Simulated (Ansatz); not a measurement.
Frontier orbitals of `[OH][V]([OH])([F])=[S]`.

Z-matrix (Å, degrees):
```
V
O 1 1.744
F 1 1.727 2 109.5
O 1 1.744 2 108.9 3 119.6
S 1 1.996 2 109.7 3 -120.3
H 2 0.961 1 124.2 3 113.4
H 4 0.961 1 124.2 2 127.0
```

Total charge 0; spin multiplicity 1. Correlated methods include outer-core shells of V, which these sets cover unevenly. Scalar relativity is left out up to krypton. The structure was optimised at the PBE0-D4/def2-TZVP level. It is one conformer, not always the lowest. Basis def2-TZVPP, Ansatz 0.2.0.

Orbital energies of one run (eV). Highest occupied ones, from the top: -7.28, -7.43, -8.17, -8.50, -9.15, -9.30, -10.02, -10.63, -10.78, -11.34, -13.07, -13.15, -16.91, -24.92. Empty: -4.24, -4.12, -3.04, -2.97, -2.74, -0.82.

Which functional gave them?
A. LC-ωPBE
B. ωB97M-V
C. LDA (SPW92)
D. CAM-B3LYP

C. HOMO energies: LDA (SPW92) -7.28, LC-ωPBE -11.02, CAM-B3LYP -9.69, ωB97M-V -10.53 eV.

LC-ωPBE has ω = 0.4 bohr⁻¹.
